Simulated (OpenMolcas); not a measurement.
Ag2+ with its 6 nearest fluoride ions at 2.255 Å, on the Ca site of CsCaF3 (a = 4.526 Å, distance in the model lattice 2.263 Å). The rest of the host is ab initio model potentials to 7.6 Å, with orthogonalisation functions on the cations behind the ligands, and point charges beyond; the distance is set by hand and nothing relaxes. Ligand basis ANO-RCC-VDZP.
```
Ag    0.0000    0.0000    0.0000
F     2.2550    0.0000    0.0000
F     0.0000    2.2550    0.0000
F    -2.2550    0.0000    0.0000
F     0.0000   -2.2550    0.0000
F     0.0000    0.0000    2.2550
F     0.0000    0.0000   -2.2550
```

```json
{
 "Program": "OpenMolcas",
 "Method": "SS-CASPT2, IPEA 0.25 Eh, imaginary shift 0.1 Eh (closed shells correlated: 4s 4p and the ligand valence shells)",
 "Basis": "ANO-RCC-VTZP [7s6p4d2f1g]",
 "Scalar Hamiltonian": "DKH2, point nucleus",
 "Active space": "9 electrons in 5 orbitals (4d)",
 "State averaging": "2S+1 = 2 even, 5 roots",
 "Spin-orbit coupling": "state interaction with AMFI integrals over the reference wave functions"
}
```

(1) What is the spin-free ground state (labels of O, the rotations of Oh)?

(2) Where is the first state of the same spin?

(3) What are the lowest two levels with spin-orbit coupling?

(4) What is χT at 300 K, and how does it compare with the textbook value?

(5) Which ligand-field parameters describe the states?

Results:

(1) 2E, 2-fold in its orbital part, 100 % from free-ion D terms; it has the highest spin that d9 allows.

(2) 2T2 at 10800 cm-1 above the ground state.

(3) A 4-fold level Γ8, then a 2-fold level Γ7 9470 cm-1 above it. Their leading multiplicities are 2 (100 %) and 2 (100 %).

(4) The lowest level has 2S+1 = 2, for which the spin-only value is χT = S(S+1) / 2 = 0.375 cm3 K/mol (g = 2). The computed 0.608 at 300 K differs by +0.233, through orbital momentum, spin-orbit coupling and any other state in reach.

(5) The gap between the two states is 10Dq = 10825 cm-1. 

Roots that are degenerate in the reference are averaged as groups; the widest CASPT2 spread within a group is 87 cm-1 (the 3-fold group of multiplicity 2 near 10800 cm-1 above the lowest state of its run). Shifts and gaps below about the spread of the groups concerned are not significant. Over all roots computed the reference weight is 0.72 to 0.73; a low but even weight reflects the number of correlated electrons. An orbital doublet at a regular site is open to a Jahn-Teller distortion, which this geometry leaves out. Ligand-to-metal charge-transfer states are missing. With one d shell and no ligand orbital active, 10Dq can be off by a tenth or more. Free-ion shares, where given, are those of the reference states; single-state CASPT2 does not remix them. No measured value stands beside these numbers; the geometry was set by hand and not optimised.
